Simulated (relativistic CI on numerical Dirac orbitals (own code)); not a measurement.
# Electric-dipole transitions in Ir XI

Calculated at this level of theory: Dirac-Coulomb-Breit CI, KLI orbitals optimised for each configuration, model QED, unscaled Slater integrals (own radial code, finite nucleus).

Configurations in the expansion (outside the closed core [Kr] 4d10): 4f14 5s2 5p5, 4f13 5s2 5p6, 4f14 5s 5p6, 4f14 5s2 5p4 5d, 4f14 5s 5p5 5d, 4f14 5s2 5p4 5f, 4f13 5s2 5p5 5d, 4f14 5s2 5p4 6s, 4f14 5s2 5p4 5g, 4f14 5s 5p5 5f, 4f14 5p5 5d2, 4f13 5p6 5d2, 4f14 5p4 5d3, 4f14 5p4 5d2 5f, 4f13 5p5 5d3. Double excitations out of closed p, d and f shells are left out; levels of such configurations are missing from the list, as are those of other unlisted configurations, and high levels can miss mixing partners. Some configurations lack a partner that the ground configuration has and come out too high, among them 4f14 5s2 5p4 6s, 4f14 5s2 5p4 5g.

```
λ vac (nm)                        Lower                           Upper   A (s⁻¹)  E lower (cm⁻¹)  E upper (cm⁻¹)
    14.066     4f14 5s2 5p5 2P°_3/2 [1]    4f13 5s2 5p5 5d 2D_5/2 [103]  1.89e+11               0          710912
    14.214     4f14 5s2 5p5 2P°_3/2 [1]    4f13 5s2 5p5 5d 2S_1/2 [101]  4.52e+11               0          703512
    14.308     4f14 5s2 5p5 2P°_3/2 [1]    4f14 5s2 5p4 6s 2P_3/2 [100]  3.66e+11               0          698896
    14.586     4f14 5s2 5p5 2P°_3/2 [1]     4f13 5s2 5p5 5d 2D_5/2 [92]  1.77e+11               0          685574
    15.473     4f13 5s2 5p6 2F°_7/2 [3]    4f13 5s2 5p5 5d 2F_7/2 [155]  6.26e+11          203507          849814
    15.484     4f13 5s2 5p6 2F°_5/2 [4]    4f13 5s2 5p5 5d 2D_3/2 [161]  5.80e+11          227783          873592
    15.496     4f13 5s2 5p6 2F°_5/2 [4]    4f13 5s2 5p5 5d 2F_5/2 [160]  6.28e+11          227783          873107
    15.617     4f13 5s2 5p6 2F°_5/2 [4]    4f13 5s2 5p5 5d 2G_7/2 [158]  6.21e+11          227783          868101
    15.621     4f13 5s2 5p6 2F°_7/2 [3]    4f13 5s2 5p5 5d 2G_9/2 [154]  6.20e+11          203507          843663
    15.623     4f13 5s2 5p6 2F°_7/2 [3]    4f13 5s2 5p5 5d 2D_5/2 [153]  6.17e+11          203507          843605
    16.334     4f14 5s2 5p5 2P°_1/2 [2]    4f14 5s2 5p4 5d 2D_3/2 [110]  2.07e+11          127952          740165
    16.433     4f14 5s2 5p5 2P°_3/2 [1]     4f14 5s2 5p4 5d 2D_5/2 [30]  2.23e+11               0          608546
    16.555     4f14 5s2 5p5 2P°_3/2 [1]     4f14 5s2 5p4 5d 2P_3/2 [28]  1.99e+11               0          604050
    19.584     4f13 5s2 5p6 2F°_7/2 [3]    4f13 5s2 5p5 5d 4F_7/2 [104]  8.98e+10          203507          714120
    19.813     4f13 5s2 5p6 2F°_7/2 [3]    4f13 5s2 5p5 5d 4G_9/2 [102]  8.13e+10          203507          708215
    19.814     4f13 5s2 5p6 2F°_5/2 [4]    4f13 5s2 5p5 5d 2G_7/2 [108]  8.35e+10          227783          732466
    20.984  4f14 5s2 5p4 5d 4F_7/2 [19]   4f14 5s2 5p4 5f 4G°_9/2 [188]  1.40e+11          550542         1027087
    21.126  4f14 5s2 5p4 5d 2D_5/2 [13]   4f14 5s2 5p4 5f 2F°_7/2 [178]  1.39e+11          474277          947620
    21.239  4f14 5s2 5p4 5d 2G_9/2 [23]  4f14 5s2 5p4 5f 2H°_11/2 [192]  1.31e+11          569469         1040291
    21.303  4f14 5s2 5p4 5d 4F_9/2 [10]  4f14 5s2 5p4 5f 4G°_11/2 [165]  1.34e+11          432560          901978
```

Terms are leading LS components. Brackets give the number of a level in order of energy, since labels repeat. The list gives strong lines, with weight on those to low levels, without lines whose two gauges differ by over a factor of 2.5, among the lowest 200 of 2968 levels, so that lines to higher ones, which can be the strongest, are missing. Levels whose partners in the same complex of configurations lie outside the list can be far off, and so can their lines. Rates are taken at the computed energies, electric ones in the length gauge.

At this charge transitions that keep the count of f electrons are usually good to a few per cent. Levels and lines within the n = 5 or 6 shells can be off by up to 10 % or somewhat more, and those that change n by about 2 %, since core polarisation is missing. Levels that differ in their count of f electrons can be misplaced by several ten thousand cm⁻¹, since the correlation energy of f electrons is missing or only estimated; rates across such gaps can be off by orders of magnitude.

LS names give the leading component of a level, which can be under half, so a name can repeat, a term be missing and a line seem to break the LS rules.
